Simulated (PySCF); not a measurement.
**Spinor energies of Cr⁴⁺ (chromium, charge +4)**

Start: [Ar] 3d2; 3d3/2 filled at m_j = +1/2, +3/2. Calculated with PySCF 2.14 in x2c-TZVPPall-2c (6s7p4d2f1g, 70 functions): generalised Hartree-Fock with the X2C-1e Hamiltonian and a Gaussian nucleus; one run each with spin-orbit coupling (SO) switched off, then screened by Boettger's factors.

```json
{"spinor shell": "1s1/2", "electrons": "2", "ε, spin-free (eV)": "-6105.4", "ε, screened SO (eV)": "-6105.4", "weight of nominal j (screened SO)": "1.000", "rms radius, screened SO (bohr)": "0.0734"}
{"spinor shell": "2s1/2", "electrons": "2", "ε, spin-free (eV)": "-788.43", "ε, screened SO (eV)": "-788.40", "weight of nominal j (screened SO)": "1.000", "rms radius, screened SO (bohr)": "0.316"}
{"spinor shell": "2p1/2", "electrons": "2", "ε, spin-free (eV)": "-669.50", "ε, screened SO (eV)": "-675.94", "weight of nominal j (screened SO)": "0.989", "rms radius, screened SO (bohr)": "0.285"}
{"spinor shell": "2p3/2", "electrons": "4", "ε, spin-free (eV)": "-669.50", "ε, screened SO (eV)": "-666.30", "weight of nominal j (screened SO)": "0.994", "rms radius, screened SO (bohr)": "0.288"}
{"spinor shell": "3s1/2", "electrons": "2", "ε, spin-free (eV)": "-152.04", "ε, screened SO (eV)": "-152.03", "weight of nominal j (screened SO)": "1.000", "rms radius, screened SO (bohr)": "0.938"}
{"spinor shell": "3p1/2", "electrons": "2", "ε, spin-free (eV)": "-115.80", "ε, screened SO (eV)": "-117.86", "weight of nominal j (screened SO)": "0.654", "rms radius, screened SO (bohr)": "0.990"}
{"spinor shell": "3d3/2", "electrons": "2", "ε, spin-free (eV)": "-69.950", "ε, screened SO (eV)": "-69.979", "weight of nominal j (screened SO)": "0.737", "rms radius, screened SO (bohr)": "1.11"}
```

(1) Where does 3p3/2 lie, and what is the 3p spin-orbit splitting (screened SO)?

```
   quantity    spin-free  screened SO
E (hartree)  -1046.00283  -1046.01699
        M_J            2            2
       ⟨J²⟩        8.005        7.731
       ⟨L²⟩       12.004       11.993
       ⟨S²⟩        2.001        1.997
```

The determinant has a definite M_J but mixes levels of different J.

Each row is a mean over spinors that exchange with the open shell spreads, by up to 10.072 eV (3p1/2).

Rows whose weight is well below 1 are mixtures of j = l ± 1/2: exchange outweighs spin-orbit coupling there, and the label is only the starting occupation.

Without spin-orbit coupling the j labels of p, d and f shells carry no meaning; the spin-free column gives the mean over the occupied spinors of each nl shell, and its ⟨J²⟩ belongs to a mixture of degenerate components.

Answers

(1) At -114.77 eV, 3.086 eV above 3p1/2.
